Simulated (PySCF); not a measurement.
Mg₂O, SMILES [Mg][O][Mg] (connectivity only; charge and spin as stated), neutral, multiplicity 1. Atoms are numbered in the order given.

```xyz
3

Mg     0.0000     0.0000     1.8001
O      0.0000     0.0000     0.0000
Mg     0.0000     0.0000    -1.8001
```
Charge 0, spin multiplicity 1.

Coordinates come from a PBE0-D3(BJ)/def2-TZVP optimisation.

Calculation: PBE/def2-TZVPD in PySCF.

| Property | Value |
|---|---|
| total energy | -475.10893 hartree |
| point group | D∞h |
| highest occupied level | -4.00 eV |
| lowest empty level | -3.44 eV |
| orbital gap | 0.57 eV |
| dipole moment | 0.00 D |
| quadrupole, principal values (traceless, Buckingham form, about the centre of nuclear charge) | -2.08, -2.08, 4.16 D·Å |
| mean static polarisability | 201.9 bohr³ (29.92 Å³) |
| polarisability, principal values | 116.1, 116.1, 373.5 bohr³ |
